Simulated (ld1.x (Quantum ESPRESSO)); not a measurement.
Transferability test, PAW potential for Br (Z = 35)

| Property | Result |
| --- | --- |
| Element | Br |
| Generator | ld1.x (Quantum ESPRESSO) 7.5 |
| Type | PAW |
| Functional | PBEsol |
| Relativity | scalar-relativistic |
| Frozen core | [Ar] 3d10 |
| Valence charge | 7 |
| Reference configuration | 4s2 4p5 |
| Partial waves | 4s (bound): rcut 1.15, rcutus 1.45 bohr; 4s channel at -0.6 Ry: rcut 1.15, rcutus 1.45 bohr; 4p (bound): rcut 1.40, rcutus 1.80 bohr; 4p channel at 3.3 Ry: rcut 1.40, rcutus 1.80 bohr; 4d channel at 0.05 Ry: rcut 1.30, rcutus 1.75 bohr; 4d channel at 0.5 Ry: rcut 1.30, rcutus 1.75 bohr |
| Local potential | all-electron potential smoothed inside 1.80 bohr (lloc = -1) |
| Core correction | Bessel-smoothed model core, default radius (core density twice the valence density) |
| Augmentation charge | PSQ, inside the norm-conserving radii |

Energies are relative to the spin-unpolarised reference configuration 4s2 4p5; without spin polarisation the order of configurations can differ from experiment.

Give the all-electron excitation energy and the error of the potential for: 4s2 4p4; 4s2 4p3; 4s2 4p2; 4s1 4p6; 4s2 4p1; 4s1 4p5; 4s2 4p5.3.

```
valence configuration  charge  ΔE all-electron (eV)  error AE − PS (meV)
              4s2 4p4      +1                12.553                 -4.4
              4s2 4p3      +2                35.325                  -23
              4s2 4p2      +3                69.334                  -81
              4s1 4p6       0                12.376                 -4.4
              4s2 4p1      +4               115.399                 -217
              4s1 4p5      +1                25.561                  -14
            4s2 4p5.3    -0.3                -1.962                 +0.2
```

Levels in the configuration 4s2 4p5.3:

| level | all-electron (eV) | pseudo (eV) |
| --- | --- | --- |
| 4s | -17.349 | -17.348 |
| 4p | -5.250 | -5.250 |
